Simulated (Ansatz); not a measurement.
Total energies of Sn₁₃OH₁₈ from Ansatz at PBE-D4/def2-TZVP, gas phase (1 Eh = 27.2114 eV = 2625.5 kJ/mol). The reference geometry is relaxed at r2SCAN-D4/def2-SVP.

```xyz
32

Sn    1.371   -2.855   -1.287
Sn   -1.565    1.427    3.923
Sn   -1.182   -1.646    1.225
Sn    2.745    0.480    2.116
Sn    1.954    0.656   -2.902
Sn   -1.349    0.921   -0.426
Sn   -2.570   -1.614   -3.386
Sn    0.954    0.215    4.253
Sn    3.190   -1.069   -0.070
Sn    0.272   -1.521   -3.516
Sn   -1.992    2.850    1.540
Sn   -4.159   -1.334   -0.913
Sn    1.665    1.799   -0.238
O    -2.819   -2.261    0.334
H     0.166   -2.828    0.040
H     1.991   -4.456   -1.104
H    -1.828    2.284    5.395
H    -2.649    0.079    3.958
H     4.198    1.325    2.491
H     3.543    0.290   -3.479
H     1.494    2.109   -3.724
H    -1.397    1.685   -1.987
H    -2.750   -3.146   -4.189
H    -2.915   -0.491   -4.667
H     0.837   -1.467    4.590
H     1.845    0.932    5.545
H     4.757   -0.861   -0.750
H     1.028   -2.327   -4.854
H    -3.630    3.381    1.633
H    -0.998    4.254    1.603
H    -3.262    0.358   -0.609
H     3.053    2.831   -0.545
```

```
                 state                       geometry  energy (Eh)
      charge 0 singlet                      reference  -2872.14355
      charge 1 doublet                      reference  -2871.90308
      charge 1 doublet  relaxed at r2SCAN-D4/def2-SVP  -2871.92810
     charge -1 doublet                      reference  -2872.21395
free Sn atom (triplet)                              –   -214.24935
 free O atom (triplet)                              –    -75.00967
 free H atom (doublet)                              –     -0.49962
```

In the def2 sets Sn takes a core potential; there is no spin–orbit coupling. Single mean-field runs in def2-TZVP are fitted with def2-universal-jkfit.

Task: Work out the vertical ionisation energy to the doublet.

Result: E(charge 1 doublet) − E(charge 0 singlet) = -2871.90308 − (-2872.14355) = 0.24047 Eh = 6.54 eV. For comparison, −ε of the highest occupied level is 5.02 eV at this level, 1.52 eV less.

Task: Work out the vertical electron affinity, to the doublet.

Result: E(charge 0 singlet) − E(charge -1 doublet) = -2872.14355 − (-2872.21395) = 0.07040 Eh = 1.92 eV. The basis lacks diffuse functions, which makes affinities too small.

Task: Give the fundamental gap IE − EA, the Mulliken electronegativity (IE + EA)/2 and the hardness (IE − EA)/2.

Result: From the values in Eh: IE − EA = 0.24047 − 0.07040 = 0.17007 Eh = 4.63 eV; (IE + EA)/2 = 4.23 eV; (IE − EA)/2 = 2.31 eV. The HOMO–LUMO gap of the same run is 1.73 eV, 2.90 eV smaller than the fundamental gap.

Task: How much does the charge 1 doublet relax, and what is the adiabatic ionisation energy?

Result: Relaxation: -2871.90308 − (-2871.92810) = 0.02502 Eh = 0.68 eV. Adiabatic ionisation energy: 0.21545 Eh = 5.86 eV, without zero-point energy. Bonds change on the way (0 lost, 1 formed), so the relaxed form is another species. 

Task: What is the binding energy per atom against free atoms?

Result: Atoms: 13 × (-214.24935) + 1 × (-75.00967) + 18 × (-0.49962) = -2869.24438 Eh. Binding: -2869.24438 − (-2872.14355) = 2.89917 Eh = 78.89 eV, or 2.47 eV for each of 32 atoms (no zero-point energy, no counterpoise term).

At PBE-D4/def2-TZVP the gap within one spin of the charge -1 doublet nearly closes, so an electron or hole may be smeared out by delocalisation error.
